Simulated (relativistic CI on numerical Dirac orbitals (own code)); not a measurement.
# Slater and spin-orbit integrals, In VII

Calculated at this level of theory: Dirac-Coulomb-Breit CI, KLI orbitals optimised for each configuration, QED by a radiative potential, unscaled Slater integrals (own radial code, finite nucleus).

Slater integrals F^k, G^k are unscaled and averaged over j, outside the closed core [Ar] 3d10; ζ comes from projecting the Hamiltonian with its Breit term on Σ l·s of the shell.

- 4s2 4p6 4d7: F^2(4d,4d) = 97094, F^4(4d,4d) = 64640, ζ(4d) = 3173.8 cm⁻¹; <r>(4d) = 1.043, <r^2>(4d) = 1.259 (bohr units).
- 4s2 4p6 4d6 5s: F^2(4d,4d) = 98627, F^4(4d,4d) = 65752, ζ(4d) = 3318.1, G^2(4d,5s) = 17953 cm⁻¹; <r>(4d) = 1.027, <r^2>(4d) = 1.221, <r>(5s) = 1.86, <r^2>(5s) = 3.858 (bohr units).
- 4s2 4p6 4d6 4f: F^2(4d,4d) = 98071, F^4(4d,4d) = 65342, ζ(4d) = 3286.1, F^2(4d,4f) = 66099, F^4(4d,4f) = 41015, G^1(4d,4f) = 77477, G^3(4d,4f) = 47079, G^5(4d,4f) = 32878, ζ(4f) = -33.233 cm⁻¹; <r>(4d) = 1.033, <r^2>(4d) = 1.234, <r>(4f) = 1.631, <r^2>(4f) = 3.203 (bohr units).

**Question.** Give the Racah parameters of the d shell in 4s2 4p6 4d7.

**Answer.** B = F²/49 − 5F⁴/441 = 1249 cm⁻¹ and C = 35F⁴/441 = 5130 cm⁻¹.

In this model ζ of a weakly bound d, f or g electron outside closed shells comes out too small, for d by up to a factor of two or three and at times with the wrong sign; that of an outer p electron is too small as well.

Averages of the first 10 configurations, taken without configuration mixing, which lowers the lowest level and can move excited configurations by several eV; other configurations of the list can lie among them:

```json
{"Configuration": "4s2 4p6 4d7", "Parity": "even", "States": "120", "Average energy above the lowest level (eV)": "4.0"}
{"Configuration": "4s2 4p6 4d6 5s", "Parity": "even", "States": "420", "Average energy above the lowest level (eV)": "36.9"}
{"Configuration": "4s2 4p6 4d6 4f", "Parity": "odd", "States": "2940", "Average energy above the lowest level (eV)": "64.7"}
{"Configuration": "4s2 4p5 4d8", "Parity": "odd", "States": "270", "Average energy above the lowest level (eV)": "73.8"}
{"Configuration": "4s2 4p6 4d6 5p", "Parity": "odd", "States": "1260", "Average energy above the lowest level (eV)": "48.9"}
{"Configuration": "4s2 4p6 4d6 5d", "Parity": "even", "States": "2100", "Average energy above the lowest level (eV)": "66.1"}
{"Configuration": "4s2 4p4 4d9", "Parity": "even", "States": "150", "Average energy above the lowest level (eV)": "145.2"}
{"Configuration": "4s2 4p6 4d6 6s", "Parity": "even", "States": "420", "Average energy above the lowest level (eV)": "72.9"}
{"Configuration": "4s 4p6 4d8", "Parity": "even", "States": "90", "Average energy above the lowest level (eV)": "121.2"}
{"Configuration": "4s2 4p6 4d5 5s2", "Parity": "even", "States": "252", "Average energy above the lowest level (eV)": "73.9"}
```
